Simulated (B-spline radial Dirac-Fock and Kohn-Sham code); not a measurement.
## Satellites and hypersatellites of the K lines of Au⁸⁺

System: Au⁸⁺, [Xe] 4f14 5d3.

The computed values come from a B-spline atomic structure program: ΔSCF Dirac-Fock with Breit, self-energy and vacuum polarisation, finite nucleus, configuration average. Each two-hole energy is an average over J within one jj subconfiguration, not an observable level; in light atoms, where LS coupling holds, the j-resolved values are not observed lines, and for a K spectator the Kα1 hypersatellite is nearly forbidden. Electron correlation is not included.

Lines without a spectator: Kα2 (K-L2) 66985.2 eV, Kα1 (K-L3) 68800.0 eV, Kβ3 (K-M2) 77565.9 eV, Kβ1 (K-M3) 77971.0 eV. Shifts in eV with one spectator hole (a dash: not computed, or left out as unreliable):

| spectator hole | Kα2 | Kα1 | Kβ3 | Kβ1 |
| --- | --- | --- | --- | --- |
| K (1s) | +1085.1 | +1180.1 | +1408.7 | +1431.1 |
| L2 (2p1/2) | +142.2 | +195.1 | – | +361.8 |
| L3 (2p3/2) | +100.1 | +112.7 | +260.3 | – |
| M2 (3p1/2) | – | +31.7 | +58.9 | +70.0 |
| M3 (3p3/2) | +15.82 | – | +47.7 | +48.8 |
| M4 (3d3/2) | +5.19 | +1.90 | – | – |
| M5 (3d5/2) | -0.57 | +3.93 | – | – |
